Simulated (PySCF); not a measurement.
Si(F)3(vinyl) (C₂H₃F₃Si), SMILES C([Si](F)(F)F)=C. The structure is a stationary point at PBE-D3(BJ)/def2-SVP. Other conformers were not sampled.

**Question.** Give the equilibrium geometry at PBE-D3(BJ)/def2-SVP (PySCF confirms it by a frequency run) as a Z-matrix, and its point group. (An estimate is asked for; the answer gives what the named calculation found.)

**Answer.** Several could match; the one computed here: point group Cs.
```
C
C 1 1.3487
H 2 1.1029 1 121.57
H 2 1.1033 3 116.55 1 180.00
H 1 1.1046 2 119.52 3 180.00
Si 1 1.8397 5 119.35 2 180.00
F 6 1.6197 1 112.55 5 -60.01
F 6 1.6197 7 106.23 1 -123.61
F 6 1.6207 7 107.61 8 -115.02
```
Charge 0, spin multiplicity 1.
